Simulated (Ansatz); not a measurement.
A family of molecules: the dipole moment

One atom is swapped for its congeners: C3H8BN `BN(C)C=C`; C2H8BNSi `BN([SiH3])C=C`; C2H8BGeN `B[N]([GeH3])C=C`. All are singlets with charge 0.

Shapes, held fixed at every level: PBE0-D4/def2-TZVP. Flexible molecules stand in one conformer, not always the lowest. Programs: Ansatz 0.2.0. Values in D.

(1) How should the dipole moment change along the series?

Results:

(1) At wB97M-V/def2-TZVPP the dipole moment isn't monotonic: it is largest for C and smallest for Si (1.18 and 0.77 D). Every level shows the same order. The two largest values are nearly level. Relativity is left out for Ge unless named. Magnitudes only: a dipole under 1 D may point either way.

| level | C3H8BN | C2H8BNSi | C2H8BGeN |
| --- | --- | --- | --- |
| PBE-D4/def2-TZVPP | 1.36 | 0.95 | 1.28 |
| r2SCAN-D4/def2-TZVPP | 1.27 | 0.83 | 1.19 |
| B3LYP-D4/def2-TZVPP | 1.22 | 0.81 | 1.16 |
| wB97M-V/def2-TZVPP | 1.18 | 0.77 | 1.16 |
